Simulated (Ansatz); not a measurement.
H5N2O2Ta (SMILES [NH2][Ta]([NH2])(=[O])[OH]) moved off its minimum; all values from Ansatz (a quantum-chemistry and plane-wave program), cores frozen in correlated methods. Elements past Kr take the def2 small-core potentials, without spin–orbit coupling.
(charge 0, multiplicity 1)
```xyz
10

Ta     0.09250    -0.07029     0.09531
O      1.31904     0.73999    -1.09049
O      0.79653    -0.91614     1.43461
H      1.84543    -1.11067     1.75857
N     -0.98060    -1.20862    -1.18028
H     -0.84972    -1.20154    -2.11786
H     -1.75221    -1.94344    -0.84349
N     -1.04236     1.39719     0.61026
H     -1.00056     2.44731     0.34961
H     -1.90903     1.39096     1.32599
```

Give the forces (eV/Å), the total energy and the dipole at CCSD(T)/def2-TZVPP.


```tsv
atom	Fx	Fy	Fz
Ta1	0.591	5.128	-11.217
O2	-2.781	-2.131	3.279
O3	8.081	-4.891	7.763
H4	-4.707	0.762	-1.287
N5	-2.576	-2.450	5.140
H6	0.247	-0.200	-3.416
H7	2.382	2.223	-1.363
N8	-4.108	4.414	2.850
H9	0.210	-2.546	0.327
H10	2.662	-0.309	-2.075
```
Energy -319.3101 hartree, dipole 4.31 D.
